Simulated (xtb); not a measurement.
Si(Cl)2(NCO)(OH) (CHCl2NO2Si), SMILES O=C=N[Si](O)(Cl)Cl. All values are semi-empirical tight-binding results from xtb (GFN2-xTB unless named), good for trends rather than for accurate numbers. Geometry: GFN2-xTB. This is a generated structure with no PubChem entry under its InChIKey; it may be hypothetical. The values are those of a single conformer.

Computed properties:
The orbital gap is 5.93 eV, the dipole moment is 2.42 D and the zero-point energy comes out as 19.2 kcal/mol. The G − E(el) at 298.15 K (modified RRHO) is -2.9 kcal/mol and the static polarisability (D4 model) is 84.2 bohr³. The solvation energy, GFN2-xTB/ALPB(water) comes out as -5.9 kcal/mol. The solvation energy, GFN2-xTB/ALPB(toluene) is -5.5 kcal/mol.
